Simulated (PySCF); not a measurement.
Planning a shielding job on `CS(=O)(=O)C1(OC(F)(F)F)CC1`.

Method: GIAO PBE0/pcSseg-1 NMR shielding, non-relativistic, gas phase (PySCF 2.14.0, density-fitted response routines). Geometry: GFN2-xTB. Work: shieldings, ring-centre shieldings, charges and field gradients, density fitting. A driver script takes a list of jobs; this job's settings line and coordinates (Å) are shown.

Input:
```
{"job": {"kind": "nmr", "xc": "PBE0", "basis": "pcSseg-1"}, "charge": 0, "multiplicity": 1}
C      1.977063     1.189257    -0.607228
S      1.073286     0.356691     0.721577
O      0.474914     1.331303     1.581556
O      1.917019    -0.641602     1.314758
C     -0.254934    -0.552343    -0.139065
O     -0.973250     0.239921    -1.059145
C     -1.747043     1.210526    -0.575430
F     -1.101911     2.380180    -0.474254
F     -2.291802     0.952252     0.607200
F     -2.748799     1.422450    -1.432092
C      0.022354    -1.971120    -0.499076
C     -0.905642    -1.653164     0.634495
H      2.842188     1.662163    -0.158275
H      2.280642     0.437330    -1.323642
H      1.329696     1.932808    -1.052516
H     -0.398512    -2.343890    -1.420275
H      1.008956    -2.336419    -0.258823
H     -0.549004    -1.790748     1.643730
H     -1.965024    -1.816348     0.504209
```

Hardware: Arm Neoverse V1, one thread, on a shared host.

Task: How large is the basis?

Result: 246 functions for 104 electrons, with 1300 fitting functions; the fitted three-index integrals, 1300 × 246 × 247/2 numbers of 8 bytes, come to 300 MiB.

Task: Which is nearest to the wall time?
A. 65 s
B. 8.7 min
C. 65 min

Result: A. The run took 65 s. The SCF took 14 cycles.

Task: At this speed, how long would 5000 such jobs take on 16 cores, one job a core?

Result: 5000/16 gives 313 rounds of 65 s, about 5.7 h of wall time and 90 core-hours, if the jobs don't slow each other.

The SCF part of the output:
```
coarse grid: 17912 points
cycle   1  E = -1116.5487470139  dE =  3.009e+00  |g| = 1.531e+00  |ddm| = 4.167e+00
cycle   2  E = -1115.6182413434  dE =  9.305e-01  |g| = 2.769e+00  |ddm| = 3.335e+00
cycle   3  E = -1116.9399446636  dE = -1.322e+00  |g| = 3.247e-01  |ddm| = 2.560e+00
cycle   4  E = -1116.9589322234  dE = -1.899e-02  |g| = 1.147e-01  |ddm| = 3.419e-01
cycle   5  E = -1116.9611557739  dE = -2.224e-03  |g| = 2.144e-02  |ddm| = 8.061e-02
cycle   6  E = -1116.9612450014  dE = -8.923e-05  |g| = 6.821e-03  |ddm| = 2.283e-02
cycle   7  E = -1116.9612526114  dE = -7.610e-06  |g| = 2.699e-03  |ddm| = 6.472e-03
final grid: 173832 points
cycle   8  E = -1117.0848454071  dE = -5.231e-05  |g| = 1.598e-02  |ddm| = 3.514e-02
cycle   9  E = -1117.0847816529  dE =  6.375e-05  |g| = 2.442e-02  |ddm| = 3.050e-02
cycle  10  E = -1117.0848929037  dE = -1.113e-04  |g| = 2.995e-03  |ddm| = 1.967e-02
cycle  11  E = -1117.0848945500  dE = -1.646e-06  |g| = 3.887e-04  |ddm| = 2.585e-03
cycle  12  E = -1117.0848945651  dE = -1.504e-08  |g| = 2.684e-04  |ddm| = 5.155e-04
cycle  13  E = -1117.0848945778  dE = -1.274e-08  |g| = 5.812e-05  |ddm| = 2.465e-04
cycle  14  E = -1117.0848945783  dE = -4.711e-10  |g| = 2.412e-05  |ddm| = 5.727e-05
converged SCF energy = -1117.0848945783
```

On the final grid dE counts from the start density on that grid.

The host was shared with other jobs, so the times are rough.
